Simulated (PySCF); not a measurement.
**$^{17}$O chemical shifts**

No solvent, rapidly exchanging positions averaged, relativity neglected, one computed conformer. GFN2-xTB geometry; NMR shieldings at PBE0/pcSseg-1/GIAO; PySCF 2.14.0 with density-fitted response routines.

Shieldings were converted by a linear fit to measured shifts: $^{17}$O (scatter 10.7 ppm rms, 12.2 ppm with the 3 outliers that the fit left out vs liquid water, solution or neat liquid). Occasional misses reach two or three times the rms, and more in compound classes unlike the fitted ones.

(1) Give the $^{17}$O shifts of `C[Si@@](N)(O)NCCN[SiH3]`, `[SiH3]OCc1ncno1`.

(2) Order these by $^{17}$O shift, lowest first.
A. C=COC(F)(F)F
B. CC[Si@H](OC(C)C)SC
C. CC(C)(C)[C@H](S)C[SiH2]O

Answers

(1) 
| compound | environment | δ (ppm) |
| --- | --- | --- |
| C[Si@@](N)(O)NCCN[SiH3] | oxygen bonded to Si, H | 10.0 |
| [SiH3:1][O:2][CH2:3][c:4]1[n:5][cH:6][n:7][o:8]1 | O8: aromatic ring oxygen | 341.5 |
| [SiH3:1][O:2][CH2:3][c:4]1[n:5][cH:6][n:7][o:8]1 | O2: oxygen bonded to C, Si | -37.8 |

(2) C (-4.6 ppm, oxygen bonded to Si, H), B (31.4 ppm, oxygen bonded to C, Si), A (118.0 ppm, ether oxygen).
